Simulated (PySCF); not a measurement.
Isomers of C2H11PSSi2, mass 153.986 u with the commonest isotopes. The calculation used CAM-B3LYP/def2-SVPD in PySCF (dipole) on a GFN2-xTB geometry, gas phase. One conformer each, none proved a minimum here; rigid rotors.

Question: Order these by out-of-plane moment Σ m c² = (Ia + Ib − Ic)/2, largest first.
A. `[CH3:1][CH2:2][SiH2:3][S:4][SiH2:5][PH2:6]` with C1–C2–Si3–S4 -63°, C2–Si3–S4–Si5 177°, Si3–S4–Si5–P6 -57°, S4–Si5–P6–H -164° and -71°
B. `[CH3:1][SiH2:2][Si@@H:3]([PH2:4])[S:5][CH3:6]` with C1–Si2–Si3–P4 32°, Si2–Si3–P4–H -77° and -169°, Si2–Si3–S5–C6 55°
C. `[CH3:1][S:2][C@H:3]([SiH3:4])[SiH2:5][PH2:6]` with C1–S2–C3–Si4 -85°, S2–C3–Si5–P6 69°, C3–Si5–P6–H -158° and -65°

Answer: C (80.01 u·Å²), A (60.95 u·Å²), B (25.01 u·Å²).

Question: Order these by dipole moment, smallest first.
A. `[CH3:1][S:2][C@H:3]([SiH3:4])[SiH2:5][PH2:6]` with C1–S2–C3–Si4 -85°, S2–C3–Si5–P6 69°, C3–Si5–P6–H -158° and -65°
B. `[CH3:1][SiH2:2][Si@@H:3]([PH2:4])[S:5][CH3:6]` with C1–Si2–Si3–P4 32°, Si2–Si3–P4–H -77° and -169°, Si2–Si3–S5–C6 55°
C. `[CH3:1][CH2:2][SiH2:3][S:4][SiH2:5][PH2:6]` with C1–C2–Si3–S4 -63°, C2–Si3–S4–Si5 177°, Si3–S4–Si5–P6 -57°, S4–Si5–P6–H -164° and -71°

Answer: C (0.67 D), A (1.82 D), B (2.07 D).

Question: Order these by radius of gyration √(Σ m r²/M), largest first.
A. `[CH3:1][CH2:2][SiH2:3][S:4][SiH2:5][PH2:6]` with C1–C2–Si3–S4 -63°, C2–Si3–S4–Si5 177°, Si3–S4–Si5–P6 -57°, S4–Si5–P6–H -164° and -71°
B. `[CH3:1][SiH2:2][Si@@H:3]([PH2:4])[S:5][CH3:6]` with C1–Si2–Si3–P4 32°, Si2–Si3–P4–H -77° and -169°, Si2–Si3–S5–C6 55°
C. `[CH3:1][S:2][C@H:3]([SiH3:4])[SiH2:5][PH2:6]` with C1–S2–C3–Si4 -85°, S2–C3–Si5–P6 69°, C3–Si5–P6–H -158° and -65°

Answer: A (2.373 Å), B (2.238 Å), C (2.178 Å).

| SMILES | point group | Ia (u·Å²) | Ib (u·Å²) | Ic (u·Å²) | κ | μa (D) | μb (D) | μc (D) |
| --- | --- | --- | --- | --- | --- | --- | --- | --- |
| CS[C@H]([SiH3])[SiH2]P | C1 | 259.96 | 550.61 | 650.54 | -0.76 | 1.36 | 0.10 | 1.20 |
| C[SiH2][Si@@H](P)SC | C1 | 318.98 | 477.30 | 746.25 | -0.16 | 0.97 | 1.33 | 1.26 |
| CC[SiH2]S[SiH2]P | C1 | 192.59 | 735.61 | 806.31 | -0.94 | 0.20 | 0.58 | 0.27 |
